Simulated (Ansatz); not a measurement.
A short molecular-dynamics run on FGaH₃OSi (`[F][Ga][O][SiH3]`) radical.

```yaml
crystal:
  periodic: [false, false, false]
  atoms:
    - {symbol: F, position_ang: [-2.575045, 2.179839, 0.952517]}
    - {symbol: Ga, position_ang: [-1.132817, 1.232228, 1.292017]}
    - {symbol: O, position_ang: [-0.476285, 0.318879, -0.090225]}
    - {symbol: Si, position_ang: [0.759363, -0.696242, -0.451268]}
    - {symbol: H, position_ang: [1.591262, -0.099069, -1.527454]}
    - {symbol: H, position_ang: [0.212079, -1.997068, -0.915326]}
    - {symbol: H, position_ang: [1.621443, -0.938567, 0.739739]}
basis:
  gaussian: {orbitals: "6-31G*"}
magnetization: {spin_polarized: true, initial_magnetization: 1}
hamiltonian: {xc: {name: r2SCAN}}
md: {timestep: 2 fs, n_steps: 50, ensemble: nve, temperature: 1500, initial_velocities: maxwell_boltzmann, seed: 115}
```

```sh
$ ansatz run in.yaml --threads 4 --pin off --events-out ev --progress --plain --max-ram 10444MiB
```

| step | time (fs) | potential energy (eV) | kinetic (eV) | T (K) | conserved (eV) |
| --- | --- | --- | --- | --- | --- |
| 0 | 0.0 | -65058.8260 | 0.9695 | 1500 | -65057.8566 |
| 1 | 2.0 | -65058.6472 | 0.8111 | 1255 | -65057.8361 |
| 2 | 4.0 | -65058.3837 | 0.5581 | 864 | -65057.8255 |
| 3 | 6.0 | -65058.2087 | 0.3793 | 587 | -65057.8294 |
| 4 | 8.0 | -65058.0793 | 0.2511 | 389 | -65057.8282 |
| 5 | 10.0 | -65058.0045 | 0.1806 | 279 | -65057.8239 |
| 6 | 12.0 | -65058.0717 | 0.2546 | 394 | -65057.8171 |
| 7 | 14.0 | -65058.3361 | 0.4959 | 767 | -65057.8402 |
| 8 | 16.0 | -65058.5008 | 0.6575 | 1017 | -65057.8434 |
| 9 | 18.0 | -65058.5078 | 0.6781 | 1049 | -65057.8297 |
| 10 | 20.0 | -65058.5257 | 0.6883 | 1065 | -65057.8374 |
| 11 | 22.0 | -65058.4876 | 0.6501 | 1006 | -65057.8375 |
| 12 | 24.0 | -65058.3768 | 0.5431 | 840 | -65057.8337 |
| 13 | 26.0 | -65058.2671 | 0.4434 | 686 | -65057.8237 |
| 14 | 28.0 | -65058.2915 | 0.4608 | 713 | -65057.8307 |
| 15 | 30.0 | -65058.3482 | 0.5052 | 782 | -65057.8430 |
| 16 | 32.0 | -65058.2894 | 0.4627 | 716 | -65057.8267 |
| 17 | 34.0 | -65058.2938 | 0.4610 | 713 | -65057.8329 |
| 18 | 36.0 | -65058.3097 | 0.4736 | 733 | -65057.8360 |
| 19 | 38.0 | -65058.2742 | 0.4419 | 684 | -65057.8323 |
| 20 | 40.0 | -65058.2342 | 0.4051 | 627 | -65057.8291 |
| 21 | 42.0 | -65058.2482 | 0.4226 | 654 | -65057.8256 |
| 22 | 44.0 | -65058.3320 | 0.4936 | 764 | -65057.8384 |
| 23 | 46.0 | -65058.3499 | 0.5226 | 809 | -65057.8273 |
| 24 | 48.0 | -65058.4137 | 0.5819 | 900 | -65057.8317 |
| 25 | 50.0 | -65058.4793 | 0.6385 | 988 | -65057.8408 |
| 26 | 52.0 | -65058.4295 | 0.5940 | 919 | -65057.8355 |
| 27 | 54.0 | -65058.3262 | 0.4924 | 762 | -65057.8338 |
| 28 | 56.0 | -65058.2218 | 0.3943 | 610 | -65057.8275 |
| 29 | 58.0 | -65058.1875 | 0.3504 | 542 | -65057.8371 |
| 30 | 60.0 | -65058.1151 | 0.2834 | 438 | -65057.8317 |
| 31 | 62.0 | -65058.0984 | 0.2827 | 437 | -65057.8157 |
| 32 | 64.0 | -65058.3081 | 0.4699 | 727 | -65057.8382 |
| 33 | 66.0 | -65058.4758 | 0.6366 | 985 | -65057.8391 |
| 34 | 68.0 | -65058.5452 | 0.7067 | 1093 | -65057.8385 |
| 35 | 70.0 | -65058.5397 | 0.7046 | 1090 | -65057.8351 |
| 36 | 72.0 | -65058.5188 | 0.6835 | 1058 | -65057.8353 |
| 37 | 74.0 | -65058.4447 | 0.5955 | 921 | -65057.8493 |
| 38 | 76.0 | -65058.1788 | 0.3575 | 553 | -65057.8213 |
| 39 | 78.0 | -65058.0523 | 0.2313 | 358 | -65057.8210 |
| 40 | 80.0 | -65058.1057 | 0.2731 | 423 | -65057.8326 |
| 41 | 82.0 | -65058.1672 | 0.3354 | 519 | -65057.8318 |
| 42 | 84.0 | -65058.2275 | 0.3971 | 614 | -65057.8305 |
| 43 | 86.0 | -65058.3327 | 0.5080 | 786 | -65057.8247 |
| 44 | 88.0 | -65058.5280 | 0.6842 | 1059 | -65057.8439 |
| 45 | 90.0 | -65058.5744 | 0.7341 | 1136 | -65057.8404 |
| 46 | 92.0 | -65058.4888 | 0.6605 | 1022 | -65057.8283 |
| 47 | 94.0 | -65058.4194 | 0.5841 | 904 | -65057.8353 |
| 48 | 96.0 | -65058.3141 | 0.4840 | 749 | -65057.8301 |
| 49 | 98.0 | -65058.2333 | 0.4049 | 627 | -65057.8283 |
| 50 | 100.0 | -65058.2227 | 0.3980 | 616 | -65057.8248 |

Velocities are drawn at the set temperature; a run this short doesn't reach equilibrium.

Frames (Å, forces in eV/Å):

```xyz
7
time=0.0 fs
F    -2.575    2.180    0.953    0.076   -0.057   -0.006
Ga   -1.133    1.232    1.292   -0.111    0.159    0.248
O    -0.476    0.319   -0.090   -0.446    0.270   -0.175
Si    0.759   -0.696   -0.451    0.343   -0.256   -0.018
H     1.591   -0.099   -1.527    0.054   -0.013   -0.040
H     0.212   -1.997   -0.915    0.019   -0.061   -0.025
H     1.621   -0.939    0.740    0.066   -0.043    0.017
7
time=4.0 fs
F    -2.573    2.184    0.931    0.301   -0.185    0.077
Ga   -1.129    1.228    1.299   -0.241    0.060   -0.181
O    -0.463    0.316   -0.108   -1.763    0.844    0.948
Si    0.743   -0.701   -0.435    1.592   -0.093    0.431
H     1.330   -0.011   -1.544    1.172    0.457   -0.838
H     0.274   -1.910   -1.155   -0.047   -0.587    0.713
H     1.780   -0.739    0.779   -1.014   -0.496   -1.150
7
time=8.0 fs
F    -2.568    2.186    0.910    0.440   -0.259    0.151
Ga   -1.127    1.225    1.305   -0.444    0.135   -0.278
O    -0.466    0.321   -0.117   -2.044    0.722    1.326
Si    0.736   -0.706   -0.419    1.776    1.074   -3.099
H     1.229    0.123   -1.655    0.551   -0.733    0.819
H     0.331   -1.901   -1.286    0.124   -0.148    1.362
H     1.800   -0.614    0.661   -0.404   -0.792   -0.281
7
time=12.0 fs
F    -2.560    2.186    0.890    0.463   -0.261    0.213
Ga   -1.125    1.221    1.311   -0.620    0.312   -0.117
O    -0.489    0.332   -0.113   -1.257   -0.062    0.981
Si    0.737   -0.705   -0.418   -0.072    1.937   -4.447
H     1.217    0.158   -1.660    0.358   -0.922    0.854
H     0.403   -1.923   -1.219   -0.127   -0.408    0.988
H     1.775   -0.604    0.516    1.255   -0.596    1.527
7
time=16.0 fs
F    -2.548    2.185    0.872    0.380   -0.202    0.251
Ga   -1.124    1.218    1.316   -0.726    0.541    0.242
O    -0.523    0.343   -0.101   -0.026   -0.990    0.148
Si    0.739   -0.693   -0.440    0.808    1.399   -0.131
H     1.265    0.064   -1.552    0.709    0.154   -0.879
H     0.453   -2.011   -1.004   -0.455   -0.599    0.350
H     1.889   -0.687    0.557   -0.688   -0.303    0.019
7
time=20.0 fs
F    -2.533    2.181    0.856    0.208   -0.087    0.252
Ga   -1.125    1.217    1.322   -0.712    0.716    0.631
O    -0.557    0.345   -0.087    1.206   -1.603   -0.909
Si    0.745   -0.675   -0.463    0.644   -0.519    1.510
H     1.416   -0.018   -1.562    0.238    0.128   -0.839
H     0.441   -2.165   -0.730   -0.264    1.025    0.009
H     1.919   -0.812    0.615   -1.320    0.340   -0.654
7
time=24.0 fs
F    -2.516    2.177    0.842   -0.032    0.077    0.219
Ga   -1.128    1.217    1.330   -0.455    0.582    0.610
O    -0.580    0.331   -0.082    1.701   -1.463   -1.322
Si    0.754   -0.659   -0.480   -0.019   -0.518    0.122
H     1.594   -0.084   -1.686   -1.096   -0.603    0.853
H     0.386   -2.180   -0.461   -0.213    1.188   -0.813
H     1.766   -0.887    0.588    0.113    0.738    0.330
7
time=28.0 fs
F    -2.500    2.174    0.829   -0.296    0.257    0.157
Ga   -1.131    1.218    1.338    0.032    0.087    0.085
O    -0.587    0.304   -0.088    1.324   -0.509   -0.992
Si    0.764   -0.645   -0.495   -1.135    0.099    0.341
H     1.620   -0.232   -1.699   -0.844   -0.196    0.478
H     0.296   -2.032   -0.312   -0.365   -0.466   -1.173
H     1.633   -0.855    0.618    1.284    0.729    1.103
7
time=32.0 fs
F    -2.486    2.172    0.818   -0.482    0.382    0.097
Ga   -1.135    1.219    1.347    0.490   -0.456   -0.556
O    -0.582    0.272   -0.105    0.449    0.791   -0.338
Si    0.767   -0.632   -0.506   -1.117   -0.802    4.223
H     1.534   -0.404   -1.661    0.666    0.568   -1.527
H     0.156   -1.944   -0.335    0.102   -0.946   -0.820
H     1.664   -0.713    0.776   -0.108    0.462   -1.079
7
time=36.0 fs
F    -2.476    2.174    0.808   -0.517    0.408    0.083
Ga   -1.137    1.220    1.355    0.692   -0.768   -1.023
O    -0.573    0.248   -0.124   -0.540    1.707    0.398
Si    0.765   -0.622   -0.497   -0.085   -1.854    1.859
H     1.513   -0.502   -1.801   -0.240    0.463    0.351
H     0.038   -1.981   -0.482    1.056    0.238   -0.244
H     1.692   -0.503    0.791   -0.366   -0.194   -1.424
7
time=40.0 fs
F    -2.470    2.179    0.799   -0.426    0.355    0.127
Ga   -1.138    1.218    1.360    0.654   -0.853   -1.307
O    -0.569    0.239   -0.140   -1.248    1.922    0.969
Si    0.761   -0.623   -0.479   -0.276   -1.830   -2.021
H     1.468   -0.526   -1.905   -0.558    0.505    1.380
H     0.071   -1.996   -0.664    1.034    0.294    0.503
H     1.679   -0.320    0.610    0.820   -0.394    0.349
7
time=44.0 fs
F    -2.467    2.187    0.790   -0.257    0.253    0.207
Ga   -1.138    1.215    1.362    0.445   -0.749   -1.362
O    -0.576    0.249   -0.146   -1.061    1.293    1.155
Si    0.757   -0.633   -0.469   -0.153   -0.117   -1.370
H     1.347   -0.472   -1.822    0.147    0.712   -0.158
H     0.253   -1.978   -0.773    0.211   -0.863    0.875
H     1.780   -0.193    0.466    0.668   -0.529    0.653
7
time=48.0 fs
F    -2.467    2.197    0.783   -0.054    0.122    0.298
Ga   -1.136    1.211    1.362    0.093   -0.426   -1.107
O    -0.593    0.270   -0.142   -0.193    0.089    0.939
Si    0.751   -0.644   -0.467    0.903    0.886    0.480
H     1.246   -0.309   -1.767    0.338    0.598   -1.208
H     0.476   -2.074   -0.751   -0.048   -0.313    0.868
H     1.967   -0.151    0.413   -1.039   -0.956   -0.272
7
time=52.0 fs
F    -2.467    2.208    0.779    0.123    0.000    0.384
Ga   -1.135    1.205    1.359   -0.305    0.025   -0.653
O    -0.611    0.293   -0.129    0.701   -1.026    0.501
Si    0.751   -0.651   -0.464    1.178    0.978   -1.582
H     1.184   -0.071   -1.856   -0.426   -0.748    0.851
H     0.690   -2.208   -0.601   -0.364    1.208    0.420
H     2.013   -0.247    0.330   -0.906   -0.437    0.078
7
time=56.0 fs
F    -2.466    2.218    0.778    0.227   -0.078    0.436
Ga   -1.134    1.199    1.355   -0.599    0.407   -0.208
O    -0.624    0.306   -0.110    1.233   -1.666    0.092
Si    0.756   -0.652   -0.468   -0.785    1.289   -2.026
H     1.068    0.062   -1.838   -0.164   -1.243    0.803
H     0.845   -2.179   -0.390   -0.910    0.617   -0.306
H     1.944   -0.402    0.270    0.999    0.673    1.210
7
time=60.0 fs
F    -2.463    2.229    0.780    0.259   -0.115    0.436
Ga   -1.134    1.195    1.350   -0.726    0.629    0.104
O    -0.624    0.303   -0.091    1.253   -1.733   -0.165
Si    0.758   -0.646   -0.482   -0.302    1.622    1.791
H     0.933    0.020   -1.722    0.630   -0.228   -1.639
H     0.865   -2.069   -0.221   -1.023   -1.013   -0.596
H     1.984   -0.466    0.366   -0.090    0.839    0.070
7
time=64.0 fs
F    -2.458    2.238    0.786    0.251   -0.136    0.392
Ga   -1.136    1.191    1.345   -0.704    0.686    0.219
O    -0.613    0.284   -0.074    1.032   -1.290   -0.390
Si    0.758   -0.631   -0.488    0.493    0.896    2.369
H     0.885   -0.072   -1.822    0.604   -0.467   -0.787
H     0.733   -2.083   -0.142   -0.625   -0.118   -0.729
H     2.020   -0.406    0.476   -1.051    0.428   -1.074
7
time=68.0 fs
F    -2.451    2.246    0.795    0.188   -0.114    0.318
Ga   -1.139    1.189    1.341   -0.530    0.532    0.078
O    -0.592    0.253   -0.060    0.258   -0.303   -0.307
Si    0.760   -0.612   -0.482   -0.286   -0.468   -0.656
H     0.926   -0.229   -2.035    0.214   -0.677    1.681
H     0.511   -2.116   -0.172    0.202    0.907   -0.591
H     1.913   -0.280    0.438   -0.045    0.123   -0.523
7
time=72.0 fs
F    -2.442    2.254    0.806    0.048   -0.025    0.215
Ga   -1.144    1.189    1.337   -0.228    0.220   -0.169
O    -0.569    0.219   -0.049   -1.128    1.036    0.135
Si    0.760   -0.595   -0.479   -1.164   -1.738   -2.189
H     1.003   -0.480   -2.018    0.091    0.152    1.172
H     0.316   -2.029   -0.287    0.751    0.125    0.083
H     1.814   -0.127    0.334    1.630    0.230    0.752
7
time=76.0 fs
F    -2.434    2.261    0.820   -0.132    0.105    0.101
Ga   -1.149    1.188    1.333    0.045    0.006   -0.179
O    -0.557    0.195   -0.036   -1.960    1.859    0.295
Si    0.756   -0.587   -0.485    1.263   -0.632    1.076
H     1.100   -0.710   -1.853    0.495    0.788   -1.718
H     0.228   -1.932   -0.389    0.553   -1.289    0.792
H     1.913    0.041    0.309   -0.263   -0.836   -0.367
7
time=80.0 fs
F    -2.426    2.269    0.834   -0.299    0.238    0.003
Ga   -1.154    1.188    1.328    0.134    0.043    0.176
O    -0.562    0.188   -0.021   -1.442    1.429   -0.231
Si    0.758   -0.583   -0.488    2.015   -1.691   -0.085
H     1.258   -0.822   -1.886   -0.293    1.019   -0.197
H     0.232   -1.999   -0.377    0.816   -0.031    0.727
H     1.990    0.093    0.243   -0.932   -1.007   -0.393
7
time=84.0 fs
F    -2.421    2.279    0.848   -0.430    0.355   -0.060
Ga   -1.159    1.188    1.324    0.113    0.197    0.649
O    -0.581    0.194   -0.009   -0.142    0.274   -1.089
Si    0.770   -0.589   -0.492    0.358   -2.602   -1.444
H     1.372   -0.784   -1.965   -1.158    0.811    0.987
H     0.356   -2.077   -0.259    0.754    0.931    0.238
H     1.945    0.003    0.128    0.505    0.034    0.721
7
time=88.0 fs
F    -2.419    2.292    0.862   -0.481    0.402   -0.087
Ga   -1.163    1.188    1.321    0.103    0.301    0.946
O    -0.602    0.203   -0.007    0.992   -0.778   -1.695
Si    0.784   -0.607   -0.502   -0.545   -0.698    0.052
H     1.319   -0.625   -1.913   -0.926    0.268   -0.048
H     0.589   -2.031   -0.102    0.071    0.020   -0.069
H     1.970   -0.086    0.116    0.786    0.485    0.902
7
time=92.0 fs
F    -2.421    2.308    0.875   -0.400    0.332   -0.077
Ga   -1.168    1.189    1.320    0.132    0.222    0.830
O    -0.613    0.204   -0.021    1.409   -1.290   -1.519
Si    0.796   -0.630   -0.511    0.518    1.533    2.978
H     1.133   -0.422   -1.880   -0.187   -0.090   -1.334
H     0.836   -1.982    0.045   -0.427   -0.690   -0.362
H     2.093   -0.110    0.225   -1.046   -0.017   -0.516
7
time=96.0 fs
F    -2.426    2.326    0.887   -0.207    0.159   -0.036
Ga   -1.172    1.191    1.321    0.174   -0.031    0.299
O    -0.611    0.194   -0.049    1.091   -1.098   -0.585
Si    0.811   -0.645   -0.506    0.488    1.556    1.220
H     0.910   -0.241   -1.999    0.097   -0.935    0.924
H     1.018   -2.020    0.132   -0.808    0.110   -1.021
H     2.076   -0.130    0.266   -0.836    0.240   -0.801
7
time=100.0 fs
F    -2.433    2.346    0.899    0.022   -0.050    0.013
Ga   -1.175    1.192    1.323    0.210   -0.319   -0.356
O    -0.599    0.174   -0.083    0.281   -0.445    0.590
Si    0.827   -0.651   -0.495   -1.580    0.854   -0.714
H     0.707   -0.196   -2.004    0.731   -1.185    1.091
H     1.080   -2.051    0.071   -0.794    0.140   -0.877
H     1.951   -0.107    0.200    1.129    1.005    0.253
```

It took 67 s on 4 threads of an Intel Xeon 6975P-C on a shared host, with 0.38 GiB of host memory at the peak.
